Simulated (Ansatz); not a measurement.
One change: `[O]=[Mo]([OH])([OH])([Cl])[Cl]` becomes `[O]=[W]([OH])([OH])([Cl])[Cl]`.

Ansatz, PBE0-D4/def2-TZVP geometries, multiplicity 1. Each molecule was computed in one conformer, which needn't be the lowest.

Elements past krypton have def2 core potentials.

| property | `[O]=[Mo]([OH])([OH])([Cl])[Cl]` |
| --- | --- |
| HOMO energy (PBE0/def2-TZVPP) / eV | -8.84 |
| size of the dipole moment (PBE/def2-TZVPP) / D | 1.82 |
| HOMO–LUMO gap (PBE/def2-TZVPP) / eV | 2.71 |
| LUMO energy (B3LYP/def2-TZVPP) / eV | -4.24 |
| HOMO energy (ωB97M-V/def2-TZVPP) / eV | -11.12 |
| HOMO–LUMO gap (ωB97M-V/def2-TZVPP) / eV | 9.17 |

Task: Give the same properties after the change, and the shifts. (An estimate is asked.)

Result: Computed: 
```tsv
property	`[O]=[W]([OH])([OH])([Cl])[Cl]`	shift
HOMO energy (PBE0/def2-TZVPP) / eV	-8.89	-0.05
size of the dipole moment (PBE/def2-TZVPP) / D	2.40	0.58
HOMO–LUMO gap (PBE/def2-TZVPP) / eV	3.34	0.63
LUMO energy (B3LYP/def2-TZVPP) / eV	-3.59	0.65
HOMO energy (ωB97M-V/def2-TZVPP) / eV	-11.18	-0.06
HOMO–LUMO gap (ωB97M-V/def2-TZVPP) / eV	9.93	0.76
```

With PBE0 the HOMO falls by 0.05 eV and the LUMO rises by 0.66 eV, so the gap widens by about 0.71 eV. PBE moves the HOMO by -0.03 eV and ωB97M-V by -0.06 eV. Dipoles are sizes alone; their direction can turn.

B3LYP here is the variant with VWN-RPA as its local correlation; programs differ in this.
